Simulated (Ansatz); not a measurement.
SnSe₄. Total charge 0; singlet. Geometry PBE-D4/def2-SVP.

```
atom    x (Å)    y (Å)    z (Å)
 Sn1  -0.5345  -1.1706  -0.9829
 Se2   1.9654  -0.2760  -0.0999
 Se3   0.5802  -1.0199   1.5927
 Se4  -0.3282   1.6159  -1.1088
 Se5  -1.6828   0.8506   0.5989
```

In the def2 sets Sn takes a core potential; there is no spin–orbit coupling. LC-ωPBE has ω = 0.4 bohr⁻¹. The restricted singlet is unstable towards broken spin symmetry at other levels; at PBE-D4/def2-SVP, PBE0-D4/def2-SVP, PBE0-D4/def2-TZVP, LC-ωPBE/def2-TZVP and others this wasn't settled. The geometry of the singlet was relaxed on an unsound state (restricted singlet, unstable towards broken spin symmetry at other levels and untested here). Another isomer (singlet) lies 0.36 eV lower at PBE0-D4/def2-TZVP; other spin states weren't run for this one.

(1) Estimate the orbital energies around the gap (eV) in Ansatz with PBE-D4/def2-SVP, PBE0-D4/def2-SVP, PBE0-D4/def2-TZVP, LC-ωPBE/def2-TZVP, ωB97X-V/def2-TZVP.

Answers

(1) 
```tsv
orbital	PBE-D4/def2-SVP	PBE0-D4/def2-SVP	PBE0-D4/def2-TZVP	LC-ωPBE/def2-TZVP	ωB97X-V/def2-TZVP
HOMO−13	-19.13	-21.42	-21.31	-25.09	-24.40
HOMO−12	-18.28	-20.47	-20.37	-23.95	-23.34
HOMO−11	-15.53	-17.44	-17.42	-20.82	-20.28
HOMO−10	-14.78	-16.58	-16.57	-19.74	-19.27
HOMO−9	-11.77	-13.29	-13.23	-16.51	-16.03
HOMO−8	-8.96	-10.13	-10.09	-12.80	-12.40
HOMO−7	-8.52	-9.81	-9.81	-12.47	-12.12
HOMO−6	-8.47	-9.61	-9.56	-12.06	-11.70
HOMO−5	-7.80	-9.05	-9.03	-11.64	-11.29
HOMO−4	-6.91	-7.98	-7.97	-10.37	-10.06
HOMO−3	-6.83	-7.89	-7.91	-10.30	-9.99
HOMO−2	-6.08	-7.04	-7.05	-9.21	-8.95
HOMO−1	-5.76	-6.75	-6.78	-9.00	-8.71
HOMO	-4.92	-5.95	-5.98	-8.33	-8.04
LUMO	-3.79	-3.41	-3.43	-1.93	-1.88
LUMO+1	-2.53	-1.73	-1.89	0.15	0.08
LUMO+2	-2.19	-1.61	-1.68	0.16	0.11
LUMO+3	-2.01	-1.48	-1.56	0.26	0.14
LUMO+4	-1.83	-1.11	-1.23	0.57	0.50
LUMO+5	-1.73	-0.95	-1.04	1.22	1.10
```
